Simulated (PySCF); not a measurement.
**Eu(II) with different ligands**

Computed with PySCF 2.14.0, PBE0, def2-SVP on the ligands, density fitting, scalar-relativistic core potentials, no spin-orbit coupling, vacuum. The metal has lcecp-0-SVP with ECP53. Each complex is relaxed within the symmetry of a template of the same shape. Distances are means of the shortest metal–ligand contacts, charges and spins Mulliken's. lcecp potentials hold a fixed number of 4f electrons in the core, out of states, spins and gaps.

| complex | point group | M–first ligand (Å) | charge on M (e) | strongest infrared band, degenerate modes summed (cm⁻¹) | unstable modes (below −25 cm⁻¹) |
| --- | --- | --- | --- | --- | --- |
| [EuSF]− | Cs | 2.600 | 0.19 | 436 | 0 |
| [EuO(OH)]− | Cs | 2.036 | 0.16 | – | 0 |
| [EuOF]− | Cs | 2.037 | 0.25 | 401 | 0 |

Q: What does the calculation give for [EuOCl]−?

A: point group: Cs, M–first ligand (Å): 2.006, charge on M (e): 0.20, strongest infrared band, degenerate modes summed (cm⁻¹): 618, unstable modes (below −25 cm⁻¹): 0.
```xyz
3

Eu    0.2886    0.0000   -0.2893
O     2.1066    0.0000    0.5595
Cl   -2.2674    0.0000    0.8952
```

One start shape was tried for each, so a minimum needn't be the lowest isomer. Small gap, closed shell not tested for a spin-broken solution: [EuOF]−.
